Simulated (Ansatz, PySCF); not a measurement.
Species: InCl2, net charge 0, doublet state. It need not be the lowest isomer of its formula. 
Structure (B3LYP-D3(BJ)/def2-TZVP (Ansatz, a program for electronic structure) minimum search):
SMILES: [Cl][In][Cl]
```xyz
3

In     0.3131    -0.0015     0.3760
Cl     1.1129     0.3574    -1.8430
Cl    -2.0154    -0.3530     0.7594
```
Charge 0, spin multiplicity 2.

Total electronic energies in hartree. Correlated levels leave the core frozen unless marked. UHF or UKS for open shells. No spin-orbit coupling. Frozen are the shells of the preceding noble gas and the d and f shells that filled before the atom's block. In def2 rows, elements after Kr have scalar-relativistic effective core potentials. CBS marks a two-point X^-3 extrapolation of the correlation energy; Hartree-Fock from the larger set. The bracket is a focal-point correction in the basis named.

```
level                                                                 program  energy (Eh)
-------------------------------------------------------------  --------------  -----------
HF/def2-TZVPPD                                                         Ansatz  -1108.34199
BLYP-D4/def2-TZVPD                                             Ansatz + dftd4  -1110.61672
revPBE-D3(BJ)/def2-TZVPD                                       Ansatz + dftd3  -1110.54225
TPSS-D3(BJ)/def2-TZVPD                                          PySCF + dftd3  -1110.62036
PBE0-D3(BJ)/def2-TZVP                                          Ansatz + dftd3  -1110.35113
BHLYP-D3(BJ)/def2-TZVPD                                        Ansatz + dftd3  -1110.58037
r2SCANh/def2-TZVPD                                                     Ansatz  -1110.64694
B2PLYP/def2-TZVPD                                                      Ansatz  -1110.11132
RI-MP2/CBS(def2-TZVPPD,def2-QZVPPD)+[CCSD(T)-MP2]/def2-TZVPPD          Ansatz   -1108.9160
```

Totals of different functionals don't rank their quality; only differences between species are comparable.
